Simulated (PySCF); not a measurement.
Mo(O)2(Br)(NH2) (BrH2MoNO2), SMILES [NH2][Mo](=[O])(=[O])[Br], multiplicity 1.

Geometry optimised at B3LYP-D3(BJ)/def2-SVP. The multiplicity is an assumed one; no other spin state was optimised. The structure was generated by enumeration; whether it is a known compound was not checked. The def2 effective core potentials stand for the cores of Mo; spin–orbit coupling is left out. Other conformers were not sampled.

Level of theory: B3LYP-D3(BJ)/def2-SVP (PySCF 2.14.0).

Frequencies are harmonic and unscaled.

```csv
mode,ν (cm⁻¹),IR (km/mol),Raman (Å⁴/amu),depolarisation,moving atoms (share of kinetic energy)
1,146,6.1,4.4,0.74,"N 48 %, H 15 %, Mo 14 %, Br 13 %, O 10 %"
2,160,0.4,3.3,0.75,"O 66 %, Mo 17 %, Br 11 %"
3,214,3.9,1.9,0.47,"O 51 %, Br 36 %"
4,229,0.7,4.1,0.75,"O 45 %, N 29 %, H 19 %"
5,296,18.9,3.5,0.38,"O 45 %, Mo 26 %, Br 19 %"
6,353,13.9,2.8,0.28,"O 57 %, Mo 31 %, Br 9 %"
7,385,0.2,0.3,0.75,H 94 %
8,528,190.8,1.6,0.44,"H 74 %, N 23 %"
9,651,7.0,1.0,0.75,"H 80 %, N 18 %"
10,727,77.3,27.5,0.18,"N 69 %, Mo 16 %, H 13 %"
11,1023,186.4,7.8,0.75,"O 80 %, Mo 20 %"
12,1042,101.2,29.6,0.02,"O 89 %, Mo 11 %"
13,1499,37.8,11.1,0.51,"H 89 %, N 11 %"
14,3527,150.0,151.2,0.17,H 96 %
15,3629,61.4,68.1,0.75,"H 91 %, N 9 %"
```
